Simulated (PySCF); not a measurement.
propoxymethylsilane (C₄H₁₂OSi), SMILES C(OCCC)[SiH3].

Coordinates come from a B3LYP-D3(BJ)/def2-SVP optimisation. One conformer was computed; it need not be the lowest.

Method: B3LYP-D3(BJ)/def2-SVP (PySCF).

Frequencies are harmonic and unscaled.

Computed vibrational spectrum:
| mode | ν (cm⁻¹) | IR (km/mol) | moving atoms (share of kinetic energy) |
|---|---|---|---|
| 1 | 58 | 0.0 | H 41 %, C 40 %, Si 12 % |
| 2 | 78 | 1.5 | H 46 %, C 26 %, O 23 % |
| 3 | 116 | 0.8 | H 30 %, C 27 %, O 22 %, Si 21 % |
| 4 | 160 | 0.7 | H 56 %, C 31 %, O 13 % |
| 5 | 177 | 2.9 | H 70 %, O 20 %, C 10 % |
| 6 | 230 | 1.8 | H 67 %, C 21 %, O 9 % |
| 7 | 319 | 1.7 | H 48 %, C 33 %, O 13 % |
| 8 | 330 | 1.5 | C 37 %, H 25 %, O 20 %, Si 18 % |
| 9 | 474 | 1.3 | C 50 %, H 42 % |
| 10 | 522 | 15.0 | H 95 % |
| 11 | 611 | 34.8 | H 65 %, Si 14 %, C 12 %, O 9 % |
| 12 | 755 | 16.9 | C 45 %, H 42 %, Si 13 % |
| 13 | 775 | 4.3 | H 75 %, C 19 % |
| 14 | 871 | 26.0 | H 69 %, C 25 % |
| 15 | 901 | 3.0 | C 61 %, H 37 % |
| 16 | 927 | 46.4 | H 81 %, C 16 % |
| 17 | 928 | 227.9 | H 88 %, Si 9 % |
| 18 | 950 | 48.4 | H 97 % |
| 19 | 954 | 35.8 | H 89 % |
| 20 | 974 | 20.9 | H 55 %, C 28 %, O 17 % |
| 21 | 1074 | 11.1 | C 53 %, H 36 %, O 11 % |
| 22 | 1129 | 22.8 | C 51 %, H 39 %, O 10 % |
| 23 | 1170 | 9.4 | H 51 %, C 45 % |
| 24 | 1178 | 168.5 | O 46 %, C 42 %, H 12 % |
| 25 | 1235 | 9.1 | H 89 % |
| 26 | 1266 | 5.8 | H 85 %, C 11 % |
| 27 | 1292 | 2.4 | H 80 %, C 19 % |
| 28 | 1306 | 14.4 | H 77 %, C 20 % |
| 29 | 1365 | 5.1 | H 75 %, C 25 % |
| 30 | 1401 | 4.7 | H 69 %, C 31 % |
| 31 | 1418 | 26.6 | H 71 %, C 28 % |
| 32 | 1453 | 2.6 | H 92 % |
| 33 | 1465 | 12.8 | H 96 % |
| 34 | 1470 | 3.8 | H 91 %, C 8 % |
| 35 | 1484 | 5.8 | H 93 % |
| 36 | 1503 | 5.0 | H 92 % |
| 37 | 2215 | 117.2 | H 97 % |
| 38 | 2233 | 74.0 | H 98 % |
| 39 | 2236 | 114.5 | H 96 % |
| 40 | 2938 | 21.8 | H 95 % |
| 41 | 2950 | 77.1 | H 95 % |
| 42 | 2977 | 76.2 | H 91 %, C 9 % |
| 43 | 2984 | 21.7 | H 90 %, C 10 % |
| 44 | 3029 | 27.5 | H 97 % |
| 45 | 3034 | 33.5 | H 94 % |
| 46 | 3076 | 18.0 | H 91 %, C 9 % |
| 47 | 3106 | 37.1 | H 91 %, C 9 % |
| 48 | 3130 | 21.4 | H 91 %, C 9 % |
